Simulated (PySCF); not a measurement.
Identify the unknown among the candidates.

| technique | computed result |
| --- | --- |
| Dipole | 1.76 D [B3LYP/def2-SVPD] |
| Rotational structure | rotational constants A, B, C: 2.350, 0.969, 0.686 GHz [GFN2-xTB] |
| UV, strongest line | among the 8 lowest singlet transitions: S4 at 6.07 eV (204 nm, f = 0.437) [TDDFT B3LYP/def2-SVPD] |
| 13C NMR | chemical shifts (computed TMS as zero) by class: 146.6 (1 C), 143.7 (1 C), 143.4 (1 C), 135.4 (1 C), 134.2 (1 C), 133.7 (1 C), 128.5 (1 C), 120.4 (1 C) ppm [GIAO PBE0/pcSseg-1] |
| UV, first state | lowest singlet excitation: 4.59 eV (270 nm, f = 0.062) [TDDFT B3LYP/def2-SVPD] |
| NMR, other nuclei | isotropic shieldings of nuclei other than C and H, by class: 712 (1 Cl) ppm [GIAO PBE0/pcSseg-1] |

Electronic properties: PySCF, gas phase, density fitting. Levels stand in brackets. The structure is a single GFN2-xTB conformer in the gas phase; no vibrational or solvent corrections. NMR classes are plain means over equivalent atoms (diastereotopic ones count apart unless rotation or inversion swaps them), as if these changed places fast.

Task: Which candidate is it?
A. `C=Cc1cccc(Cl)c1`
B. `C=C(C)C[Si@@H](Cl)CCC`
C. `Clc1cccc2c1CC2`
D. `C#CC#CCC(Cl)Cl`

Result: A. It is `C=Cc1cccc(Cl)c1`. Numbering: `[CH2:1]=[CH:2][c:3]1[cH:4][cH:5][cH:6][c:7]([Cl:8])[cH:9]1`. Its formula, C8H7Cl, gives 5 degrees of unsaturation: 1 ring and 4 π bonds in the structure found (Kekulé form). 8 carbons fall into 8 classes; from least to most shielded: aromatic C–Cl carbon [C7] (146.6 ppm), alkene CH carbon [C2] (143.7 ppm), substituted aromatic carbon [C3] (143.4 ppm), aromatic CH carbon [C5] (135.4 ppm), aromatic CH carbon [C6] (134.2 ppm), aromatic CH carbon [C4] (133.7 ppm), aromatic CH carbon [C9] (128.5 ppm), terminal =CH2 carbon [C1] (120.4 ppm). The other shieldings belong to: 712 ppm, aryl chlorine [Cl8]. The optimised geometry has point group Cs and is an asymmetric top.

The others, at the same levels:
- `Clc1cccc2c1CC2` fails: its computed 13C shifts are 152.9 (1 C), 148.2 (1 C), 139.0 (1 C), 134.0 (1 C), 133.5 (1 C), 125.7 (1 C), 29.7 (1 C), 29.7 (1 C) ppm, rotational constant A is 2.218 GHz (against 2.350 GHz) and smallest rotational constant is 0.823 GHz (against 0.686 GHz).
- `C#CC#CCC(Cl)Cl` fails: it has 6 carbons where the 13C data count 8; its computed 13C shifts are 86.1 (1 C), 78.1 (1 C), 75.2 (1 C), 74.2 (1 C), 73.4 (1 C), 37.9 (1 C) ppm, rotational constant A is 3.621 GHz (against 2.350 GHz) and smallest rotational constant is 0.505 GHz (against 0.686 GHz).
- `C=C(C)C[Si@@H](Cl)CCC` fails: it has 7 carbons where the 13C data count 8; its computed 13C shifts are 149.6 (1 C), 116.7 (1 C), 34.8 (1 C), 27.5 (1 C), 22.5 (1 C), 20.6 (1 C), 20.4 (1 C) ppm, rotational constant A is 1.204 GHz (against 2.350 GHz) and smallest rotational constant is 0.499 GHz (against 0.686 GHz).

Each candidate is one conformer, not necessarily the lowest. The conformers computed, where there is a choice (atom-mapped SMILES and torsion angles):
- `[CH2:1]=[CH:2][c:3]1[cH:4][cH:5][cH:6][c:7]([Cl:8])[cH:9]1`: C1–C2–C3–C4 180°
- `[CH:1]#[C:2][C:3]#[C:4][CH2:5][CH:6]([Cl:7])[Cl:8]`: C4–C5–C6–Cl7 -63°
- `[CH2:1]=[C:2]([CH3:3])[CH2:4][Si@@H:5]([Cl:6])[CH2:7][CH2:8][CH3:9]`: C1–C2–C4–Si5 101°, C2–C4–Si5–Cl6 -176°, C4–Si5–C7–C8 -178°, Si5–C7–C8–C9 177°
